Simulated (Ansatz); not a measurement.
Basis-set extrapolation for Cl₃HSSi, SMILES `S[Si](Cl)(Cl)Cl` (PBE0-D4/def2-TZVP geometry, frozen core, the Gaussian-basis code of Ansatz). Multiplicity 1, RHF reference.

```tsv
	def2-TZVPP	def2-QZVPP
HF	-2065.803217	-2065.861460
MP2 correlation	-0.855401	-0.941419
CCSD(T) correlation	-0.959561	not run
```

Energies in hartree. Use E(X) = E(∞) + A·exp(−7.88·√X) for Hartree–Fock and E(X) = E(∞) + B·X^(−2.97) for correlation, with X = 3 and 4, and add CCSD(T) minus MP2 of the smaller set to the MP2 limit.

Task: What is the CCSD(T) energy at the basis-set limit?

Result: HF limit: -2065.861460 + (-0.058243) × 0.13774 = -2065.86948. MP2 limit: -0.941419 + (-0.086018) × 0.74074 = -1.00514. Higher-order term: -0.959561 − (-0.855401) = -0.10416. Total: -2066.97878 hartree, 567.1 kJ/mol below CCSD(T)/def2-TZVPP.
